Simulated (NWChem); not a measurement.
## Atomisation of boron monoxide dimer (B₂O₂)

SMILES: O=BB=O
```xyz
4

O      0.0000     0.0000    -2.0253
B      0.0000     0.0000    -0.8246
B      0.0000     0.0000     0.8246
O      0.0000     0.0000     2.0253
```
Charge 0, spin multiplicity 1.

All runs are NWChem calculations. All single points use one geometry, from B3LYP/def2-SVP, a minimum by its harmonic frequencies. It is one conformer; others weren't searched.

Basis set: def2-TZVP. The atomisation energy is electronic alone: no zero-point, thermal, spin-orbit or counterpoise terms. No value is extrapolated to the basis-set limit. Free atoms are single determinants with multiplicities O 3, B 2. Correlated methods freeze the same cores in atoms and molecule, 4 orbitals in all.

B3LYP has NWChem's definition, with VWN1-RPA local correlation. The stability of the SCF solutions was not checked. Open-shell Hartree-Fock references start from PBE0 orbitals.

Question: For the atomisation energy, BLYP gives 516.9 kcal/mol and HF gives 355.7 kcal/mol. What do MP2, BHandHLYP, LDA (SVWN5) give?

Answer: MP2: 524.5 kcal/mol; BHandHLYP: 474.4 kcal/mol; LDA (SVWN5): 594.5 kcal/mol.
